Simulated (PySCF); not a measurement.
C5H6ClF2O (doublet state).
Numbering: `[CH3:1][O:2][C@@H:3]1[CH:4][C@@H:5]1[C:6]([F:7])([F:8])[Cl:9]` (hydrogens: H10, H11, H12 on C1; H13 on C3; H14 on C4; H15 on C5)

Structure used (GFN2-xTB), in Å, numbered top down from 1:
```xyz
15
C5H6ClF2O angstrom
C      2.2514    0.6429   -0.6691
O      0.8659    0.6027   -0.4217
C      0.4319   -0.5421    0.2347
C     -0.3790   -1.5099   -0.5065
C     -1.0700   -0.6825    0.4923
C     -2.0356    0.3930    0.0659
F     -1.9232    0.7272   -1.2260
F     -3.3124   -0.0131    0.2285
Cl    -1.8145    1.8775    1.0481
H      2.5607   -0.1752   -1.3275
H      2.4439    1.5958   -1.1570
H      2.8205    0.5831    0.2657
H      1.0853   -0.8673    1.0434
H     -0.5814   -1.5259   -1.5584
H     -1.3479   -1.0981    1.4542
```

The hyperfine couplings belong to this conformer and change with its torsions.

Computed with UKS B3LYP, pcH-1 on C Cl F H O, non-relativistic, mean-field spin-orbit, GIAO (PySCF 2.14.0). The structure is a single GFN2-xTB conformer in the gas phase; no vibrational or solvent corrections. A GFN2-xTB geometry isn't a minimum of the functional, and hyperfine couplings can be far from their values at a DFT geometry. No stability test was run, so a lower SCF solution isn't excluded.

(1) Match the computed a_iso(13C) values +277.0, +27.2, -19.3, -9.3, -0.9 MHz with the sites C1; C3; C4; C5; C6.

(2) The isotropic 1H couplings, averaged over equivalent nuclei, are +86.8, +40.7, -20.5, +3.2 MHz. Assign them to H10/H11/H12; H13; H14; H15.

Answers

(1) 
```json
{"site": "C1", "a_iso (MHz)": "-0.9", "ρ(0) (bohr⁻³)": "-0.0008", "position": "3 bonds from C4", "distance from C4 (Å)": "3.40", "spin population": "0.00", "largest |T| (MHz)": "0.9"}
{"site": "C3", "a_iso (MHz)": "-9.3", "ρ(0) (bohr⁻³)": "-0.0082", "position": "1 bond from C4", "distance from C4 (Å)": "1.46", "spin population": "-0.01", "largest |T| (MHz)": "6.9"}
{"site": "C4", "a_iso (MHz)": "+277.0", "ρ(0) (bohr⁻³)": "+0.2465", "position": "largest spin population", "distance from C4 (Å)": "0.00", "spin population": "+0.91", "largest |T| (MHz)": "141.7"}
{"site": "C5", "a_iso (MHz)": "-19.3", "ρ(0) (bohr⁻³)": "-0.0172", "position": "1 bond from C4", "distance from C4 (Å)": "1.47", "spin population": "-0.01", "largest |T| (MHz)": "8.5"}
{"site": "C6", "a_iso (MHz)": "+27.2", "ρ(0) (bohr⁻³)": "+0.0242", "position": "2 bonds from C4", "distance from C4 (Å)": "2.59", "spin population": "+0.01", "largest |T| (MHz)": "5.4"}
```

(2) 
| site | a_iso (MHz) | ρ(0) (bohr⁻³) | position | distance from C4 (Å) | bound to | spin population there | largest \|T\| (MHz) |
| --- | --- | --- | --- | --- | --- | --- | --- |
| H10/H11/H12 | +3.2 | +0.0007 | 4 bonds from C4 | 3.83 | C1 | 0.00 | 2.8 |
| H13 | +40.7 | +0.0091 | β, 2 bonds from C4 | 2.23 | C3 | -0.01 | 9.7 |
| H14 | -20.5 | -0.0046 | α, 1 bond from C4 | 1.07 | C4 | +0.91 | 36.7 |
| H15 | +86.8 | +0.0194 | β, 2 bonds from C4 | 2.23 | C5 | -0.01 | 10.4 |

ρ(0) is the spin density at the nucleus and T the dipolar tensor; a_iso includes a spin–orbit part; entries for several nuclei are means. The largest Mulliken spin population is on C4 (+0.91). The angles at C4 add up to 316.5°, so it is pyramidal.

The spin density at the nucleus, in bohr⁻³, is negative for C5 (-0.0172), C3 (-0.0082) and H14 (-0.0046), for instance. A restricted open-shell determinant has no negative spin density anywhere; here it arises because α and β orbitals differ (spin polarisation).

Means are taken over nuclei equivalent by connectivity, which assumes that they swap fast.
